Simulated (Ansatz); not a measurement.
`C=C(O)BCl`. Total charge 0; spin multiplicity 1.

Z-matrix (Å, degrees):
```
C
C 1 1.342
H 1 1.081 2 119.6
H 1 1.087 2 122.9 3 -180.0
O 2 1.355 1 124.0 3 179.9
B 2 1.545 1 118.3 3 -0.1
H 5 0.963 2 109.7 1 -0.0
Cl 6 1.738 2 121.4 1 -179.8
H 6 1.191 2 120.2 1 0.2
```

(1) Give the diagnostics of a CCSD(T)/def2-TZVPP run (frozen core, the Gaussian-basis code of Ansatz). (Estimate.)

Answers

(1) Computed: T1 = 0.0128, largest single amplitude 0.027, largest double 0.065, (T) share of the correlation energy 4.2 %, 10 CCSD cycles. The RHF solution is unstable towards an unrestricted one. T1 lies under the customary mark of 0.02 for closed shells.
